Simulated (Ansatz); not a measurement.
Born–Oppenheimer molecular dynamics of CH5BO2 (9 atoms, charge 0, multiplicity 1). It goes on from the last frame of an earlier run, with new velocities.

Level of theory: RKS PBE-D4/def2-SVP (Ansatz).

```yaml
ensemble: NVE (velocity Verlet)
time_step: 0.5 fs
steps_asked: 150
starting_velocities_drawn_for: 300 K
masses: H 3.016 u
seed: 512890
```

First frame:

```xyz
9
Properties=species:S:1:pos:R:3
B -0.086 -0.207 -0.078
O 0.169 -0.253 1.352
H -0.723 -0.265 1.748
O 1.016 -0.394 -0.924
H 1.738 -0.298 -0.332
C -1.473 0.033 -0.879
H -2.474 -0.072 -0.442
H -1.303 0.963 -1.390
H -1.355 -0.734 -1.682
```

**Question.** How far do the bonds stretch over the last three quarters of this one trajectory? (Pairs bonded in most of those frames.)

**Answer.** 
```
 bond  mean (Å)  spread (Å)  shortest  longest
B1–O2     1.386       0.041      1.30     1.44
B1–O4     1.374       0.032      1.32     1.43
B1–C6     1.591       0.053      1.49     1.69
O2–H3     0.973       0.006      0.96     0.98
O4–H5     0.989       0.052      0.91     1.06
C6–H7     1.114       0.009      1.09     1.13
C6–H8     1.113       0.030      1.07     1.16
C6–H9     1.112       0.010      1.09     1.13
```

Mean temperature of the second half: 365 K. The conserved energy stayed within 0.17 meV per atom of its start (net change 0.088 meV per atom), so the integration is sound. A run of 0.075 ps of so small a system gives no equilibrium averages.

The run took 2.5 min on 1 thread of Intel(R) Xeon(R) 6975P-C (Granite Rapids) (shared host), peak memory 0.16 GiB.
